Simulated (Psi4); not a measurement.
Pair of molecules, SMILES C with SMILES CN (the first has 5 atoms); geometry from B3LYP-D3(BJ)/def2-TZVP, rigid monomers moved along the line of their centres of mass till H3···N7 is 2.99 Å.
(charge 0, multiplicity 1):
```xyz
12

C      0.0653     0.0200     0.0701
H      0.9332    -0.6372     0.0123
H     -0.4657    -0.1539     1.0059
H      0.3982     1.0570     0.0235
H     -0.5943    -0.1827    -0.7734
C      0.4466     0.0522     4.1937
N     -0.9368    -0.3551     3.9511
H      0.6165     1.0312     3.7431
H      1.1193    -0.6498     3.6989
H      0.7355     0.1108     5.2517
H     -1.5847     0.2901     4.3862
H     -1.1183    -1.2698     4.3460
```

Computed with SAPT0/jun-cc-pV(D+d)Z run with Psi4.

Q: Give the four SAPT terms and the total, and say what mostly holds the pair together.

A: electrostatics -0.59, exchange 0.71, induction -0.20, dispersion -0.61, total -0.69 kcal/mol; the largest attraction is dispersion.
